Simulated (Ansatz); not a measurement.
Computed with Ansatz.

Basis-set series for `C[Si](C)(F)[SeH]`. The species carries charge 0 and has multiplicity 1. The structure was optimised at the PBE0-D4/def2-TZVP level. It is one conformer, not always the lowest.

```json
{"functional": "PBE0-D4", "basis": "def2-TZVPP", "functions": "281", "energy (Eh)": "-2870.93686", "HOMO (eV)": "-6.96", "LUMO (eV)": "0.05"}
{"functional": "PBE0-D4", "basis": "def2-QZVPP", "functions": "540", "energy (Eh)": "-2871.00768", "HOMO (eV)": "-6.98", "LUMO (eV)": "-0.15"}
{"functional": "ωB97M-V", "basis": "def2-TZVPP", "functions": "281", "energy (Eh)": "-2871.29919", "HOMO (eV)": "-9.13", "LUMO (eV)": "1.78"}
{"functional": "ωB97M-V", "basis": "def2-QZVPP", "functions": "540", "energy (Eh)": "-2871.36728", "HOMO (eV)": "-9.16", "LUMO (eV)": "1.27"}
```

**Question.** Give the rows for def2-SVP. (Best estimate.)

**Answer.** The calculation gave: 
```
functional     basis  functions  energy (Eh)  HOMO (eV)  LUMO (eV)
   PBE0-D4  def2-SVP        127  -2870.31847      -6.83       0.32
   ωB97M-V  def2-SVP        127  -2870.67312      -8.99       2.26
```

Positive LUMOs are unbound and depend on the basis. Scalar relativity is left out up to krypton.
